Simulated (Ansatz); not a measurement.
Input file for Ansatz (a program for electronic structure): U-wB97X-V/def2-TZVPP on BBr2 (SMILES Br[B]Br).

Ansatz 0.2 input:
```yaml
crystal:
  periodic: [false, false, false]
  atoms:
    - {symbol: B, position_ang: [-0.27892186, -0.49305789, 0.00000000]}
    - {symbol: Br, position_ang: [1.60792810, -0.58424888, -0.00000000]}
    - {symbol: Br, position_ang: [-1.32890624, 1.07730678, 0.00000000]}
basis:
  gaussian:
    orbitals: def2-TZVPP
hamiltonian:
  xc: {name: wB97X-V}
magnetization: {spin_polarized: true, initial_magnetization: 1}
```

It printed:

```
WARN ansatz: RAYON_NUM_THREADS=4 ignored (pool sized by the plan → 4); use --threads N
Functional definition: wB97X-V
integrals: 0.09 GiB planned
856 factors; integrals over basis functions are off by at most 5.6e-4 eV
integrals: 0.15 GiB planned
148 factors; integrals over basis functions are off by at most 5.8e-5 eV
mean field: 1.36 GiB planned
mean field evaluation 1: about -140755.0228 eV, gradient 8.1e0 eV
mean field evaluation 2: about -140755.4615 eV, gradient 5.1e0 eV
mean field evaluation 4: about -140755.6716 eV, gradient 8.6e-1 eV
mean field evaluation 8: about -140755.7308 eV, gradient 2.8e-2 eV
mean field evaluation 16: about -140755.7308 eV, gradient 7.4e-5 eV
mean field -140755.73083338 eV, -5172.6777004657 hartree, gradient 6.2e-5 eV, S^2 0.753128; 0 other end points of the search recorded, 0 dependent functions left out
reference -140755.73083254 eV, -5172.6777004347 hartree; 38, 37 occupied and 89, 90 virtual orbitals, 856 factors
Total energy: -140755.73083254 eV, -5172.6777004347 hartree
```

Self-consistency was reached.

Cost: around 19 core-seconds (rough).
